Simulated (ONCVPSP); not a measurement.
**An all-electron radial function and its pseudo partner (Ga)**

Columns: radius, all-electron u(r) and pseudo u(r) of the 3p shell (level -100.84 eV) of gallium in the configuration [Ne] 3s2 3p6 3d10 4s1 4p2; PW91, scalar-relativistic, ONCV scheme, ONCVPSP 4.0.1.

```tsv
r (bohr)	all-electron	pseudo
0.070	-0.5479	0.0467
0.140	-0.6490	0.1794
0.210	-0.2333	0.3767
0.280	0.3144	0.6088
0.350	0.7783	0.8419
0.420	1.0907	1.0448
0.490	1.2570	1.1943
0.560	1.3095	1.2780
0.630	1.2832	1.2945
0.700	1.2081	1.2520
0.770	1.1066	1.1652
0.840	0.9937	1.0507
0.910	0.8794	0.9248
0.980	0.7697	0.8002
1.050	0.6679	0.6850
1.120	0.5756	0.5833
1.190	0.4934	0.4959
1.260	0.4210	0.4214
1.330	0.3579	0.3578
1.400	0.3033	0.3033
1.470	0.2564	0.2564
1.540	0.2163	0.2162
1.610	0.1821	0.1820
1.680	0.1531	0.1530
1.750	0.1285	0.1284
1.820	0.1077	0.1077
```

Q: How many radial nodes do the two functions have?

A: The all-electron 3p function has n − l − 1 = 1; the pseudo-wave has 0, since the states of the same l below it are removed with the core.

Q: At about which radius was the pseudo-wave matched?

A: 1.40 bohr. The columns agree to 0.0005 from 1.26 bohr on; several derivatives are matched, so the curves merge somewhat inside the radius.

Q: Is the pseudo-wave norm-conserving?

A: Yes: the ONCV scheme keeps the norm inside the radius equal to the all-electron one, which fixes the energy derivative of the logarithmic derivative at the level.
